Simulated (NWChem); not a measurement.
SnCl cation, singlet; SMILES [Cl][Sn+]

Results from NWChem. Low-valent species are run as closed-shell singlets; no triplet was tried in these runs. Coordinates come from a PBE0/def2-SVP optimisation. def2 effective core potentials on Sn; no spin-orbit coupling. Vertical excitations in the gas phase; the lowest state need not have the same character in each row.

```json
[
 {"level": "PBE/def2-SVP, full TDDFT", "lowest excitation, singlet (eV)": "?", "oscillator strength of that lowest state": "0.000", "lowest state with f > 0.02, singlet (eV)": "?", "orbital gap (eV)": "?"},
 {"level": "B3LYP/def2-SVP, full TDDFT", "lowest excitation, singlet (eV)": "4.26", "oscillator strength of that lowest state": "0.000", "lowest state with f > 0.02, singlet (eV)": "4.72", "orbital gap (eV)": "5.49"},
 {"level": "LRC-wPBEh/def2-SVP, full TDDFT", "lowest excitation, singlet (eV)": "4.72", "oscillator strength of that lowest state": "0.000", "lowest state with f > 0.02, singlet (eV)": "4.87", "orbital gap (eV)": "9.45"},
 {"level": "CAM-B3LYP/def2-SVP, full TDDFT", "lowest excitation, singlet (eV)": "4.59", "oscillator strength of that lowest state": "0.000", "lowest state with f > 0.02, singlet (eV)": "4.78", "orbital gap (eV)": "8.18"}
]
```

Question: Fill in the missing entries.

Answer: 
- PBE/def2-SVP, full TDDFT, lowest excitation, singlet (eV): 4.06
- PBE/def2-SVP, full TDDFT, lowest state with f > 0.02, singlet (eV): 4.68
- PBE/def2-SVP, full TDDFT, orbital gap (eV): 4.06
